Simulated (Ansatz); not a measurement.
Consider the ligand exchange at the Si–O bond: `O[Si](O)(Br)Br` + HBr → `O[Si](Br)(Br)Br` + H₂O.

Computed with Ansatz on PBE0-D4/def2-TZVP structures; ΔE is electronic, products minus reactants. CBS: MP2 limit from def2 TZ/QZ plus the TZ coupled-cluster correction, frozen cores. This one scheme is used for every species. DFT in def2-TZVPP. For Br outer-core shells are correlated without core-valence functions, which leaves a few kJ/mol of doubt a bond. Scalar relativity is left out up to krypton. Each species was taken in one conformer, which may not be the lowest.

```tsv
level	ΔE (kcal/mol)
LDA (SPW92)	5.7
r2SCAN-D4	5.8
B97M-V	6.8
PBE0	4.5
BHLYP	8.1
CAM-B3LYP	8.5
CCSD/def2-TZVPP	6.9
HF/CBS(def2)	9.5
```

(1) What does CCSD(T)/CBS give? (An estimate is asked.)

(2) What do rigid-rotor, harmonic-oscillator terms from PBE0-D4/def2-TZVP frequencies (298.15 K, 1 bar) make of the CCSD(T)/CBS value? (An estimate is asked.)

Largest T1 diagnostic among the species: 0.009.

Answers

(1) Computed: +4.2 kcal/mol. The listed levels differ from it by 1.5, 1.6, 2.6, 0.3, 3.9, 4.3, 2.7, 5.3 kcal/mol.

(2) Computed: ΔZPE = +1.4 kcal/mol, ΔH = +6.0 kcal/mol, ΔS = 4 J/(mol·K), ΔG = +5.7 kcal/mol.

The D4 term adds −1.5 kcal/mol with B3LYP and −0.8 kcal/mol with PBE0; it sums over pairs of atoms, weighted by their polarisabilities, and B3LYP, whose exchange is more repulsive, gets the larger term. In def2-TZVPP, CCSD(T) changes the Hartree–Fock value by −3.0 kcal/mol (the triples alone add −0.6 kcal/mol) and MP2 by −4.9 kcal/mol.

B3LYP here is the variant with VWN-RPA as its local correlation; programs differ in this.
